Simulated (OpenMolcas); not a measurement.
Tc4+ with 6 ligands (oxide) in octahedral coordination (Oh) at 2.02 Å. A charge of +1.33 e stands 3.2 Å behind each ligand. Ligand basis ANO-RCC-VDZP.

```json
{
  "Program": "OpenMolcas",
  "Method": "CASSCF",
  "Basis": "ANO-RCC-VTZP [7s6p4d2f1g]",
  "Scalar Hamiltonian": "DKH2, point nucleus",
  "Active space": "3 electrons in 5 orbitals (4d)",
  "State averaging": "2S+1 = 4 even, 10 roots; 2S+1 = 2 even, 40 roots",
  "Spin-orbit coupling": "state interaction with AMFI integrals over the reference wave functions"
}
```

(1) What is the spin-free ground state (labels of O, the rotations of Oh)?

(2) Where is the first state of the same spin?

(3) What are the lowest two levels with spin-orbit coupling?

(4) What is χT at 300 K, and how does it compare with the textbook value?

## Answers

(1) 4A2, 1-fold in its orbital part; it has the highest spin that d3 allows.

(2) 4T2 at 22400 cm-1 above the ground state.

(3) A 4-fold level Γ8, then a 4-fold level Γ8 15174 cm-1 above it. Their leading multiplicities are 4 (100 %) and 2 (98 %).

(4) The lowest level has 2S+1 = 4, for which the spin-only value is χT = S(S+1) / 2 = 1.875 cm3 K/mol (g = 2). The computed 1.747 at 300 K differs by -0.128, through orbital momentum, spin-orbit coupling and any other state in reach.

Without dynamic correlation the repulsion within the d shell is too large (B by tens of per cent), so at a given field states of lower spin stand too high. The least metal-like active orbital is 72 % on the metal (Löwdin) and no ligand orbital is active, so the numbers are rough. The oxide ions are held by bare point charges, a crude embedding. With metal d orbitals alone the field can be off either way by tens of per cent. Ligand-to-metal charge-transfer states are missing. With no ligand orbital active B as a rule stays too high, so bands that hang on it stand too high and its fall with covalency is understated. No measured value stands beside these numbers; the geometry is a model, was not optimised and need not be the one that this ion takes.
